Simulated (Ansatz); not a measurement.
Geometry optimisation, Ansatz 0.2.0, RKS CAM-B3LYP/6-31G.

Input file:

```yaml
crystal:
  periodic: [false, false, false]
  atoms:
    - { symbol: C, position_ang: [-0.2792, 2.0705, -0.1933] }
    - { symbol: C, position_ang: [-0.4869, 0.8407, 0.1686] }
    - { symbol: "N", position_ang: [0.2193, -0.2224, -0.2866] }
    - { symbol: Si, position_ang: [0.37, -1.8382, 0.1582] }
    - { symbol: H, position_ang: [0.4314, 2.4055, -0.9394] }
    - { symbol: H, position_ang: [-0.9666, 2.9076, 0.2018] }
    - { symbol: H, position_ang: [-1.2347, 0.5918, 0.8941] }
    - { symbol: H, position_ang: [1.054, 0.0522, -0.8958] }
    - { symbol: H, position_ang: [0.8236, -2.5829, -0.9589] }
    - { symbol: H, position_ang: [1.2175, -1.9916, 1.3363] }
    - { symbol: H, position_ang: [-1.0832, -2.2903, 0.5356] }
basis:
  gaussian: { orbitals: "6-31G" }
hamiltonian:
  xc: cam_b3lyp
relax:
  f_tol: 0.015
  max_steps: 40
output:
  orbitals: {}
```

Run as:

```bash
$ ansatz run input.yaml --threads 1 --pin off --max-ram 2048MiB --backend cpu --events-out ev --progress --plain --runs-dir out
```

**Question.** Where does it end, and by what steps?

**Answer.** The run converged. Limits of this set-up: no polarisation functions. After 7 steps the energy has fallen by 0.651 eV; H10 moved furthest, 0.17 Å.

| step | energy less start (eV) | largest force component (eV/Å) | accepted |
| --- | --- | --- | --- |
| 0 | 0.0000 | 4.459 | yes |
| 1 | -0.5332 | 1.631 | yes |
| 2 | -0.6158 | 0.359 | yes |
| 3 | -0.5629 | 1.544 | no |
| 4 | -0.6464 | 0.203 | yes |
| 5 | -0.6488 | 0.210 | yes |
| 6 | -0.6509 | 0.018 | yes |
| 7 | -0.6509 | 0.004 | yes |

```xyz
11
Properties=species:S:1:pos:R:3
C -0.348 2.152 -0.192
C -0.433 0.860 0.145
N 0.370 -0.173 -0.339
Si 0.330 -1.866 0.208
H 0.398 2.519 -0.890
H -1.032 2.878 0.224
H -1.193 0.533 0.851
H 1.051 0.100 -1.035
H 0.811 -2.717 -0.925
H 1.195 -2.142 1.406
H -1.084 -2.201 0.568
```

Time of the run: 22 s on 1 thread of Arm Neoverse V2 (shared host), peak memory 0.14 GiB.
